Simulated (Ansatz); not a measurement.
Consider the cleavage of the Al–Si bond: `[CH3][AlH][SiH2]S` + HI → `[CH3][AlH][I]` + `[SiH3]S`.

Calculated with Ansatz (gas phase, PBE0-D4/def2-TZVP geometries, no zero-point term in ΔE). CBS: MP2 limit from def2 TZ/QZ plus the TZ coupled-cluster correction, frozen cores. Functionals use def2-TZVPP. B3LYP here is the variant with VWN-RPA as its local correlation; programs differ in this. def2 core potentials past Kr. For I outer-core shells are correlated without core-valence functions, which leaves a few kJ/mol of doubt a bond. One conformer a species, not always the lowest.

```json
{"level": "PBE-D4", "ΔE (kcal/mol)": "-34.1", "difference from CCSD(T)/CBS": "4.6"}
{"level": "r2SCAN-D4", "ΔE (kcal/mol)": "-37.8", "difference from CCSD(T)/CBS": "0.9"}
{"level": "PBE0-D4", "ΔE (kcal/mol)": "-36.0", "difference from CCSD(T)/CBS": "2.7"}
{"level": "B3LYP-D4", "ΔE (kcal/mol)": "-36.9", "difference from CCSD(T)/CBS": "1.8"}
{"level": "ωB97X-V", "ΔE (kcal/mol)": "-37.5", "difference from CCSD(T)/CBS": "1.2"}
{"level": "ωB97M-V", "ΔE (kcal/mol)": "-38.9", "difference from CCSD(T)/CBS": "-0.2"}
{"level": "B2PLYP", "ΔE (kcal/mol)": "-38.8", "difference from CCSD(T)/CBS": "-0.1"}
{"level": "PBE", "ΔE (kcal/mol)": "-34.4", "difference from CCSD(T)/CBS": "4.3"}
{"level": "r2SCAN", "ΔE (kcal/mol)": "-38.0", "difference from CCSD(T)/CBS": "0.7"}
{"level": "PBE0", "ΔE (kcal/mol)": "-36.3", "difference from CCSD(T)/CBS": "2.4"}
{"level": "B3LYP", "ΔE (kcal/mol)": "-37.5", "difference from CCSD(T)/CBS": "1.2"}
{"level": "HF/def2-TZVPP", "ΔE (kcal/mol)": "-42.6", "difference from CCSD(T)/CBS": "-3.9"}
{"level": "MP2/def2-TZVPP", "ΔE (kcal/mol)": "-40.9", "difference from CCSD(T)/CBS": "-2.2"}
{"level": "SCS-MP2/def2-TZVPP", "ΔE (kcal/mol)": "-40.2", "difference from CCSD(T)/CBS": "-1.5"}
{"level": "CCSD/def2-TZVPP", "ΔE (kcal/mol)": "-37.8", "difference from CCSD(T)/CBS": "0.9"}
{"level": "CCSD(T)/def2-TZVPP", "ΔE (kcal/mol)": "-37.4", "difference from CCSD(T)/CBS": "1.3"}
{"level": "HF/def2-QZVPP", "ΔE (kcal/mol)": "-42.6", "difference from CCSD(T)/CBS": "-3.9"}
{"level": "MP2/def2-QZVPP", "ΔE (kcal/mol)": "-41.7", "difference from CCSD(T)/CBS": "-3.0"}
{"level": "SCS-MP2/def2-QZVPP", "ΔE (kcal/mol)": "-40.9", "difference from CCSD(T)/CBS": "-2.2"}
{"level": "HF/CBS(def2)", "ΔE (kcal/mol)": "-42.6", "difference from CCSD(T)/CBS": "-3.9"}
{"level": "MP2/CBS(def2)", "ΔE (kcal/mol)": "-42.2", "difference from CCSD(T)/CBS": "-3.5"}
{"level": "CCSD/CBS(def2)", "ΔE (kcal/mol)": "-39.1", "difference from CCSD(T)/CBS": "-0.4"}
{"level": "CCSD(T)/CBS", "ΔE (kcal/mol)": "-38.7", "difference from CCSD(T)/CBS": "0"}
```

Largest T1 diagnostic among the species: 0.011.

From PBE to PBE0 (25 % exact exchange), in def2-TZVPP and without D4, ΔE moves by −1.9 kcal/mol. In def2-TZVPP, CCSD(T) changes the Hartree–Fock value by +5.2 kcal/mol (the triples alone add +0.4 kcal/mol) and MP2 by +1.7 kcal/mol.
